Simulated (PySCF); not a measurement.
How methods differ on the excitation energy of C⁺

C⁺ [He] 2s2 2p1 (2P) → C⁺ [He] 2s1 2p1 3s1 (4P), as a difference of total energies. Calculation: PySCF 2.14, in aug-cc-pwCVTZ; the non-relativistic Hamiltonian (point nucleus). Correlated levels: valence: 1s2 frozen; valence and next inner shell: nothing frozen. The calculations carry no spin-orbit coupling.

```json
{"method": "UHF", "excitation energy (cm⁻¹)": "152150"}
{"method": "LDA", "excitation energy (cm⁻¹)": "162110"}
{"method": "PBE", "excitation energy (cm⁻¹)": "161740"}
{"method": "PBE0", "excitation energy (cm⁻¹)": "161750"}
{"method": "r2SCAN", "excitation energy (cm⁻¹)": "160680"}
{"method": "PBEsol", "excitation energy (cm⁻¹)": "161000"}
{"method": "PW91", "excitation energy (cm⁻¹)": "162200"}
{"method": "M06-2X", "excitation energy (cm⁻¹)": "166200"}
{"method": "wB97M-V", "excitation energy (cm⁻¹)": "163790"}
{"method": "MP2 (valence)", "excitation energy (cm⁻¹)": "162090"}
{"method": "SCS-MP2 (valence)", "excitation energy (cm⁻¹)": "164830"}
{"method": "MP2 (valence and next inner shell)", "excitation energy (cm⁻¹)": "162390"}
{"method": "SCS-MP2 (valence and next inner shell)", "excitation energy (cm⁻¹)": "165060"}
```

The promoted electron is Rydberg-like, and one or two diffuse shells describe it only roughly, which tends to raise the upper state.
